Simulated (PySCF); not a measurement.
**Working out the ionisation energy of Zn**

Zn [Ar] 3d10 4s2 (1S) → Zn⁺ [Ar] 3d10 4s1 (2S). Computed with PySCF 2.14 in dyall-av2z (16s12p7d2f, 101 functions), with no relativity, point nucleus. Frozen: [Ar]; the 34 highest virtual orbitals dropped. Energies in hartree (1 hartree = 27.21139 eV):

| part | Zn (lower) | Zn⁺ (upper) |
| --- | --- | --- |
| UHF | -1777.819287 | -1777.538701 |
| MP2 opposite-spin | -0.294103 | -0.257334 |
| MP2 same-spin | -0.161461 | -0.151982 |

Q: What does Hartree-Fock give?

A: (-1777.538701) − (-1777.819287) = 0.280586 hartree = 7.635 eV.

Q: What do MP2 and SCS-MP2 (6/5 opposite-spin, 1/3 same-spin) give?

A: The opposite-spin parts differ by 1.001 eV and the same-spin parts by 0.258 eV. MP2: 7.635 + (1.001) + (0.258) = 8.894 eV. SCS-MP2: 7.635 + 1.2 × (1.001) + (0.258)/3 = 8.922 eV.

Measured between the centres of the two terms (NIST): 9.394 eV, so MP2 (valence) is off by -0.500 eV.

The calculation is non-relativistic.

A double-zeta basis recovers only part of the correlation energy.

What remains against the reference includes basis incompleteness, the frozen core and correlation beyond second order.
